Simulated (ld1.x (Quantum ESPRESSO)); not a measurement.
# revPBE PAW dataset for lithium (Li), scalar-relativistic all-electron reference.

ld1.x (Quantum ESPRESSO) 7.5 was run on this input:

```
&input
   title='Li', zed=3., rel=1, dft='REVPBE', iswitch=3,
   config='[He] 2s0 2p0',
   nld=2, rlderiv=5.00, eminld=-6.0, emaxld=5.0, deld=0.02
 /
 &inputp
   pseudotype=3, lpaw=.true., tm=.true., lloc=-1, rcloc=4.40,
   nlcc=.false.,
   which_augfun='PSQ', rmatch_augfun_nc=.true.,
   file_pseudopw='Li.UPF', file_wfcaegen='ae.wfc', file_wfcncgen='nc.wfc', file_beta='beta', file_chi='chi', file_wfcusgen='us.wfc'
 /
4
1S  1  0   2.00   0.00  0.90  0.95  0.0
2S  2  0   0.00   0.00  0.90  0.95  0.0
2P  2  1   0.00   0.00  3.90  4.60  0.0
2P  2  1   0.00   2.50  3.90  4.60  0.0
 &test
   configts(1)='1s2 2s0 2p0'
 /
```

Command:

```bash
ld1.x < Li.in > Li.out
```

The program printed (shortened: banner, matrices, multipoles, cross overlaps and the repeated all-electron block are left out):

```
Program LD1 v.7.5
     --------------------------- All-electron run ----------------------------

     Li
     scalar relativistic calculation

     atomic number is  3.00
     dft =REVPBE   lsd =0 sic =0 latt =0  beta=0.20 tr2=1.0E-14
     Exchange-correlation= REVPBE
                           (   1   4   4   4   0   0   0)
     mesh =1017 r(mesh) =  99.62247 a.u. xmin = -7.00 dx = 0.01250
     1 Ry =  13.60569312 eV, c = 137.03599908

     n l     nl                  e(Ry)          e(Ha)          e(eV)
     1 0     1S 1( 2.00)        -4.4475        -2.2237       -60.5110
     2 0     2S 1( 0.00)        -0.5148        -0.2574        -7.0048
     2 1     2P 1( 0.00)        -0.3609        -0.1805        -4.9107

     final scf error:  5.8E-15 reached in  26 iterations

     Etot =     -14.563564 Ry,      -7.281782 Ha,    -198.147380 eV

     Ekin =      14.483153 Ry,       7.241576 Ha,     197.053333 eV
     Encl =     -32.240287 Ry,     -16.120144 Ha,    -438.651455 eV
     Eh   =       6.570971 Ry,       3.285486 Ha,      89.402618 eV
     Exc  =      -3.377401 Ry,      -1.688700 Ha,     -45.951876 eV

     normalization and overlap integrals

     s(1S/1S) =  1.000000  <r> =   0.5778  <r2> =    0.4582  r(max) =   0.3593
     s(2S/2S) =  1.000000  <r> =   3.1364  <r2> =   11.7077  r(max) =   2.5254
     s(2P/2P) =  1.000000  <r> =   3.3620  <r2> =   14.0179  r(max) =   2.4940

     ------------------------ End of All-electron run ------------------------

     --------------------- Generating PAW atomic setup --------------------

      Generating local potential from pseudized AE potential:
      Matching radius rcloc =   4.4000

      Local pseudo, rcloc= 4.377 Estimated cut-off energy=     3.23 Ry

      Computing core charge for PAW:
      Integrated core pseudo-charge :   0.00
      Wfc-us  1S rcutus= 0.953  Estimated cut-off energy=    54.75 Ry
      Wfc-us  2S rcutus= 0.953  Estimated cut-off energy=   111.18 Ry
      Wfc-us  2P rcutus= 4.602  Estimated cut-off energy=     3.78 Ry
      Wfc-us  2P rcutus= 4.602  Estimated cut-off energy=     3.53 Ry

     Required augmentation: PSQ   radius:    4.600000

     Q pseudized with Bessel functions
     Expected ecutrho=     340.2031 due to l1=  0   l2=  1

     Estimated PAW energy =  -14.563558 Ryd

     ------------------- End of pseudopotential generation -------------------

     Computing logarithmic derivative in   4.99110
     Computing logarithmic derivative in   4.99110
     Computing the partial wave expansion
     R is outside the sphere for l=    0 j= 0.00
     R is outside the sphere for l=    0 j= 0.00
     R is outside the sphere for l=    1 j= 0.00
     R is outside the sphere for l=    1 j= 0.00

     ---------------------- Testing the pseudopotential ----------------------

     Li
     scalar relativistic calculation

     atomic number is  3.00   valence charge is  3.00
     dft = SLA  PW   REVX PBC   lsd =0 sic =0 latt =0  beta=0.20 tr2=1.0E-14
     mesh =1017 r(mesh) =  99.62247 xmin = -7.00 dx = 0.01250

     n l     nl             e AE (Ry)        e PS (Ry)    De AE-PS (Ry)
     1 0     1S   1( 2.00)       -4.44748       -4.44748        0.00000
     2 0     2S   1( 0.00)       -0.51484       -0.51484        0.00000
     2 1     2P   1( 0.00)       -0.36093       -0.36093        0.00000

     eps = 6.1E-18  iter =  1

     Etot =     -14.563564 Ry,      -7.281782 Ha,    -198.147380 eV
     Etotps =   -14.563558 Ry,      -7.281779 Ha,    -198.147296 eV

     Ekin =      14.483171 Ry,       7.241585 Ha,     197.053575 eV
     Encl =     -32.240299 Ry,     -16.120149 Ha,    -438.651613 eV
     Ehrt =       6.570971 Ry,       3.285486 Ha,      89.402618 eV
     Ecxc =      -3.377401 Ry,      -1.688700 Ha,     -45.951876 eV

     ---------------------- End of pseudopotential test ----------------------
```

Generation and configuration tests took about 1.3 s on one core of a shared server CPU.

Transferability test of the new file with ld1.x, input:

```
&input
   title='Li', zed=3., rel=1, dft='REVPBE', iswitch=2,
   config='[He] 2s0 2p0'
 /
 &test
   file_pseudo='Li.UPF', nconf=5,
   configts(1)='1s2 2s0 2p0',
   configts(2)='1s2 2s1 2p0',
   configts(3)='1s2 2s0.5 2p0',
   configts(4)='1s2 2s0 2p1',
   configts(5)='1s1 2s1 2p0'
 /
```

```bash
ld1.x < Li.test.in > Li.test.out
```

Pseudopotential blocks of its output, shortened (energy terms left out; the distinct warnings before each block abridged to one line each):

```
     ---------------------- Testing the pseudopotential ----------------------

     n l     nl             e AE (Ry)        e PS (Ry)    De AE-PS (Ry)
     1 0     1S   1( 2.00)       -4.44748       -4.44748       -0.00000
     2 0     2S   1( 0.00)       -0.51484       -0.51484        0.00000
     2 1     2P   1( 0.00)       -0.36093       -0.36093        0.00000

     eps = 2.5E-17  iter =  1

     Etot =     -14.563564 Ry,      -7.281782 Ha,    -198.147380 eV
     Etotps =   -14.563558 Ry,      -7.281779 Ha,    -198.147296 eV

     ---------------------- End of pseudopotential test ----------------------

          BEWARE! Errors in PS-KS equations
     Warning: n=1, l=0 expected 0 nodes, found 1
     Warning: n=2, l=0 expected 1 nodes, found 2
     Warning: n=2, l=1 expected 0 nodes, found 1
     ---------------------- Testing the pseudopotential ----------------------

     n l     nl             e AE (Ry)        e PS (Ry)    De AE-PS (Ry)
     1 0     1S   1( 2.00)       -3.81864       -4.41532        0.59668  !
     2 0     2S   1( 1.00)       -0.21189       -0.20863       -0.00326
     2 1     2P   1( 0.00)       -0.08046       -0.08046        0.00000

     eps = 2.2E-15  iter = 20

     Etot =     -14.955081 Ry,      -7.477540 Ha,    -203.474240 eV
     Etotps =    -9.039261 Ry,      -4.519630 Ha,    -122.985405 eV
     dEtot_ae =      -0.391517 Ry
     dEtot_ps =       5.524297 Ry,   Delta E=      -5.915814 Ry

     ---------------------- End of pseudopotential test ----------------------

          BEWARE! Errors in PS-KS equations
     ---------------------- Testing the pseudopotential ----------------------

     n l     nl             e AE (Ry)        e PS (Ry)    De AE-PS (Ry)
     1 0     1S   1( 2.00)       -4.10538       -4.09833       -0.00705  !
     2 0     2S   1( 0.50)       -0.39313       -0.38870       -0.00443
     2 1     2P   1( 0.00)       -0.24588       -0.24588        0.00000

     eps = 5.8E-15  iter = 64

     Etot =     -14.804215 Ry,      -7.402108 Ha,    -201.421609 eV
     Etotps =    -8.391018 Ry,      -4.195509 Ha,    -114.165618 eV
     dEtot_ae =      -0.240651 Ry
     dEtot_ps =       6.172539 Ry,   Delta E=      -6.413191 Ry

     ---------------------- End of pseudopotential test ----------------------
```

The test run then stopped with an error in new_paw_hamiltonian: “negative rho”.
